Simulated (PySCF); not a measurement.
# Pb: excitation energy

Pb [Xe] 4f14 5d10 6s2 6p2 (3P) → Pb [Xe] 4f14 5d10 6s1 6p3 (5S), as a difference of total energies. Computed with PySCF 2.14 in def2-TZVPPD with the def2 core potential (60 electrons), with a scalar-relativistic core potential. Correlated levels: valence: 5s2 5p6 5d10 frozen; valence and next inner shell: nothing frozen outside the core potential. The calculations carry no spin-orbit coupling.

```csv
method,excitation energy (cm⁻¹)
UHF,37868
LDA,58442
PBE,56168
PBE0,52804
r2SCAN,51802
M06,60839
PW91,56223
BLYP,58934
LC-wPBE,49894
MP2 (valence),42947
SCS-MP2 (valence),45250
MP2 (valence and next inner shell),52013
SCS-MP2 (valence and next inner shell),53117
```

Spin-orbit coupling is strong in these open shells (close to jj coupling). The scalar numbers leave it out and a first-order estimate fails, so it can dominate the gap to the real levels.
